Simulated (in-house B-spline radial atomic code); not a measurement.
Values are calculated unless marked as measured or tabulated.
## Weak and strong correlation along the adiabatic connection

Two-electron singlets in several external potentials (atomic units), by full CI in B-splines with partial waves to l = 8 (correlation energies up to 0.6 % small). The repulsion is scaled by λ at fixed density; W(λ) is the mean repulsion less the Hartree energy, W(0) = E_x, and the area under W from 0 to 1 is E_xc.

One system gave this curve:

```csv
λ,W (hartree)
0,-0.24262
0.02,-0.24451
0.05,-0.24721
0.12,-0.25292
0.25,-0.26176
0.4,-0.26982
0.6,-0.27812
0.8,-0.28452
1,-0.2896
1.4,-0.29719
2,-0.3048
3,-0.31258
4.5,-0.31927
7,-0.32537
10,-0.32948
```

(1) Which system is it?
A. −Z exp(−kr)/r, Z = 8.75, k = 2.01
B. −V exp(−r²/w²), V = 12.7, w = 1.97
C. −Z exp(−kr)/r, Z = 4.17, k = 1.65
D. −Z/r, Z = 0.531, wall at 8.85 bohr

## Answers

(1) D. The exchange energy sets the size: −Z/r, Z = 0.531, wall at 8.85 bohr: E_x = -0.243, E_c = -0.0291; −Z exp(−kr)/r, Z = 8.75, k = 2.01: E_x = -5.02, E_c = -0.0457; −Z exp(−kr)/r, Z = 4.17, k = 1.65: E_x = -2.05, E_c = -0.0458; −V exp(−r²/w²), V = 12.7, w = 1.97: E_x = -1.14, E_c = -0.0432 hartree.
